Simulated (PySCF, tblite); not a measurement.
Isomers of C4H10PSi (doublet state). Method: GFN2-xTB as coded in tblite; computed harmonic values from a numerical Hessian at the method's own geometry, unscaled. This tight-binding method is rough: wavenumbers can miss measured ones by several per cent, in bad cases by 10 to 20. Modes of hydrogen on phosphorus and silicon can be 10 to 20 % off. One conformer each. Open shells enter through the occupations alone, without spin polarisation, and single modes of such species can be off by tens of per cent.

Electronic energies: B3LYP/pcH-1 single points on the GFN2-xTB geometries (PySCF, gas phase).

| SMILES | electronic energy, lowest = 0 (kcal/mol) |
| --- | --- |
| [PH][SiH]1CCCC1 | 0.0 |
| P[Si@@H]1C[CH]CC1 | 19.6 |
| C[C@@H]1[CH][C@@H]1[SiH2]P | 54.9 |
| C[C@@H]1C[C@@H]1[SiH]P | 34.0 |

Q: How do GFN2-xTB zero-point energies change the relative energies?

A: 
```json
{"SMILES": "[PH][SiH]1CCCC1", "ZPE (kcal/mol)": "79.9", "of it from modes above 1550 cm⁻¹": "40.5", "electronic (kcal/mol)": "0.0", "with ZPE, lowest = 0 (kcal/mol)": "0.0", "lowest mode (cm⁻¹)": "69", "rings": "1"}
{"SMILES": "P[Si@@H]1C[CH]CC1", "ZPE (kcal/mol)": "76.6", "of it from modes above 1550 cm⁻¹": "39.7", "electronic (kcal/mol)": "19.6", "with ZPE, lowest = 0 (kcal/mol)": "16.3", "lowest mode (cm⁻¹)": "56", "rings": "1"}
{"SMILES": "C[C@@H]1C[C@@H]1[SiH]P", "ZPE (kcal/mol)": "77.7", "of it from modes above 1550 cm⁻¹": "40.1", "electronic (kcal/mol)": "34.0", "with ZPE, lowest = 0 (kcal/mol)": "31.7", "lowest mode (cm⁻¹)": "27", "rings": "1"}
{"SMILES": "C[C@@H]1[CH][C@@H]1[SiH2]P", "ZPE (kcal/mol)": "74.1", "of it from modes above 1550 cm⁻¹": "39.0", "electronic (kcal/mol)": "54.9", "with ZPE, lowest = 0 (kcal/mol)": "49.1", "lowest mode (cm⁻¹)": "8", "rings": "1"}
```

The zero-point energies span 5.8 kcal/mol, from `C[C@@H]1[CH][C@@H]1[SiH2]P` to `[PH][SiH]1CCCC1`. The order is unchanged.

Q: And how do the electronic energies of GFN2-xTB itself compare?

A: `[PH][SiH]1CCCC1` 0.0; `P[Si@@H]1C[CH]CC1` 26.2; `C[C@@H]1C[C@@H]1[SiH]P` 19.4; `C[C@@H]1[CH][C@@H]1[SiH2]P` 48.6 kcal/mol, lowest = 0. Against the energies above, taken from the same isomer `[PH][SiH]1CCCC1`, the largest difference is 14.6 kcal/mol.

Q: What do entropy and thermal enthalpy add at 298.15 K and 1 bar (rigid rotor, harmonic oscillator, one conformer each)?

A: 
| SMILES | point group | symmetry number | S (cal/(mol K)) | H − H(0) (kcal/mol) | ZPE + H − H(0) − TS (kcal/mol) |
| --- | --- | --- | --- | --- | --- |
| [PH][SiH]1CCCC1 | C1 | 1 | 90.3 | 5.69 | 58.7 |
| P[Si@@H]1C[CH]CC1 | C1 | 1 | 92.5 | 6.03 | 55.0 |
| C[C@@H]1C[C@@H]1[SiH]P | C1 | 1 | 94.4 | 6.15 | 55.7 |

S holds R ln(2S + 1) for the spin.

Not tabulated: `C[C@@H]1[CH][C@@H]1[SiH2]P` (lowest mode only 8 cm⁻¹).
